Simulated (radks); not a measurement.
Excited configurations of Yb15+: one electron is placed in a higher orbital outside [Kr] 4d10 4f8. The ground configuration is [Kr] 4d10 4f9. Method: scalar-relativistic Kohn-Sham, BLYP, spin-polarised, spherical densities, point nucleus; open shells are filled with parallel spins first (spin-orbit coupling, left out, can overturn this in heavy ions); computed with a radial shooting solver on a logarithmic mesh with Libxc functionals. Excitation = E - E(ground); binding = E(ion) - E, where the ion is the core of charge +16; n* = 16/sqrt(2 binding) in atomic units. These energies are relativistic, and a one-electron ion of charge +16 with no core already has n* below n in this formula (scalar-relativistic equation, point nucleus: 5s 4.994, 5p 4.996, 5d 4.998, 5f 4.999, 6s 5.994, 6p 5.996, 6f 5.999, 7s 6.994, 7p 6.996, 7d 6.998, 7f 6.999). The quantum defect is therefore taken as that value minus n*, so that it holds no relativistic shift of the bare ion.

| outer orbital | excitation (eV) | binding (eV) | n* | quantum defect | <r> (bohr) |
|---|---|---|---|---|---|
| 5s | -13.151 | 344.26 | 3.181 | 1.813 | 0.9886 |
| 5p | 28.241 | 302.87 | 3.391 | 1.605 | 1.064 |
| 5d | 84.297 | 246.81 | 3.757 | 1.242 | 1.187 |
| 5f | 143.73 | 187.38 | 4.311 | 0.688 | 1.380 |
| 6s | 134.60 | 196.51 | 4.210 | 1.784 | 1.696 |
| 6p | 152.98 | 178.13 | 4.422 | 1.574 | 1.815 |
| 6f | 207.20 | 123.92 | 5.302 | 0.697 | 2.289 |
| 7s | 202.42 | 128.70 | 5.202 | 1.792 | 2.575 |
| 7p | 212.41 | 118.70 | 5.417 | 1.579 | 2.735 |
| 7d | 226.81 | 104.30 | 5.779 | 1.219 | 2.995 |
| 7f | 242.99 | 88.120 | 6.287 | 0.712 | 3.370 |

The Delta-SCF ionisation energy is 331.11 eV (NIST Atomic Spectra Database: 360 eV, theoretical). Self-interaction in the functional shifts the binding energies and quantum defects, so they are the method's values and not measured ones. Open shells are spherical and high-spin; term and fine-structure splittings are not resolved. Spin-orbit splitting is averaged out at the scalar-relativistic level. A negative excitation energy means that this level of theory puts the configuration below the NIST ground configuration.
